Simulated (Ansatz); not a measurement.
**KBr (SMILES [K][Br]): entropy by statistical mechanics**

A linear singlet with charge 0, relaxed at wB97M-V/def2-TZVPD (Ansatz 0.2.0):

```xyz
2

K     1.2342   -0.4622    0.6170
Br   -1.2047    0.4020   -0.6129
```

Harmonic wavenumbers in cm⁻¹: 212.

Masses in u: K 39.098, Br 79.904. Take T = 298.15 K, p = 1 bar, R = 8.3145 J/(mol K), kT/hc = 207.22 cm⁻¹, rigid rotor and harmonic oscillator.

Question: Work out S° at 298 K.

Answer: 
1. Translation (Sackur–Tetrode): S = R[3/2 ln M + 5/2 ln T − 1.1517] with M = 119.002 gives 168.5 J/(mol K).
2. Rotation: the moment of inertia is 215.472 u Å², so B = 16.8576/I = 0.0782 cm⁻¹; σ = 1; q = kT/(σhcB) = 2649.9; S = R(ln q + 1) = 73.9.
3. Vibration: with u = ν̃/207.22, each mode gives R[u/(eᵘ − 1) − ln(1 − e⁻ᵘ)]; the sum is 8.5, most from 212 cm⁻¹ (8.5).
4. Electronic: R ln 1 = 0.0, from the spin multiplicity alone.
5. Sum: 168.5 + 73.9 + 8.5 + 0.0 = 250.9 J/(mol K).

No measured value is set beside it here.
